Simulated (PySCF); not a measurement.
A calculated (BP86, PySCF 2.14, cc-pVDZ-DK, scalar relativity by spin-free X2C-1e) atom or ion has these occupied shells.

```
shell  electrons  orbital energy (eV)  rms radius, mean of both spins (bohr)
 1s α          1              -883.51                                  0.183
 1s β          1              -881.38                                  0.183
 2s α          1              -80.362                                  0.920
 2s β          1              -75.349                                  0.920
 2p α          3              -56.912                                  0.919
 2p β          1              -52.740                                  0.919
```

(1) Name the element and its charge.

Answers

(1) Ne²⁺ (neon, charge +2), in [He] 2s2 2p4, high-spin 3P determinant.
